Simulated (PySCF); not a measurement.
# One molecule, many functionals

Species: CH6NOPSi.
Cartesian coordinates in Å at the PBE0-D3(BJ)/def2-SVP level; atoms count from 1:
```
atom  x, y, z in Å
C1    -1.4307   -1.2598    0.6319
N2    -0.6842   -0.2495    0.7536
Si3    0.0559    0.6538   -0.5530
O4    -0.2863    2.2593   -0.3169
P5     2.2788    0.2418   -0.5272
H6    -1.8432   -1.7672    1.5246
H7    -1.7275   -1.7111   -0.3401
H8    -0.4815    0.3076   -1.9029
H9    -0.2078    2.5747    0.5890
H10    2.3028    0.0770    0.8929
H11    2.0621   -1.1520   -0.7675
```

Linear-response calculations in the def2-SVPD basis (PySCF; singlets by full response, triplets Tamm–Dancoff, core orbitals frozen in the response; HF means time-dependent Hartree–Fock). 'Strongest' is the level of largest summed f among the singlets computed (10 roots, of which the last may lack a degenerate partner); it can jump between rows when another state enters that window. S1 is the lowest singlet of each run and needn't be the same state throughout; f(S1) is that of one state. The structure is a single PBE0-D3(BJ)/def2-SVP conformer in the gas phase; no vibrational or solvent corrections.

```tsv
functional	kind	S1 (eV)	f(S1)	strongest (eV)	T1 (eV)	HOMO (eV)	gap (eV)	ionisation energy, ΔSCF (eV)
LDA	LDA	3.78	0.002	4.25	3.29	-6.06	3.52	9.42
PBE	GGA	3.89	0.002	4.37	3.32	-5.97	3.67	9.26
B3LYP	global hybrid, 20% exact exchange	4.07	0.001	5.17	3.48	-7.13	5.66	9.18
PBE0	global hybrid, 25% exact exchange	4.09	0.001	5.39	3.46	-7.34	6.12	9.21
CAM-B3LYP	range-separated hybrid	4.11	0.000	7.58	3.50	-8.68	8.63	9.46
wB97X-D	range-separated hybrid	4.14	0.000	7.68	3.59	-9.21	9.83	9.44
LC-wPBE	range-separated hybrid	4.12	0.000	6.87	3.47	-10.02	11.16	9.72
HF	Hartree–Fock	4.62	0.000	7.69	3.94	-9.94	12.24	not settled
```

Problem. What does BHandHLYP (global hybrid, 50% exact exchange) give?

Solution. S1 (eV) 4.28, f(S1) 0.000, strongest (eV) 7.90, T1 (eV) 3.65, HOMO (eV) -8.42, gap (eV) 8.35, ionisation energy, ΔSCF (eV) 9.39. S1 runs from 3.78 eV (LDA) to 4.62 eV (HF), a spread of 0.84 eV, while the orbital gap spreads over 8.7 eV. Along PBE (0%), B3LYP (20%), PBE0 (25%), BHandHLYP (50%), HF (100%) S1 rises with the share of exact exchange. −ε(HOMO) comes closest to its own ΔSCF ionisation energy with wB97X-D (-0.23 eV) and misses most with LDA (-3.36 eV). 'Not settled' means that the ion's SCF failed to converge or may have ended in another state than the lowest.
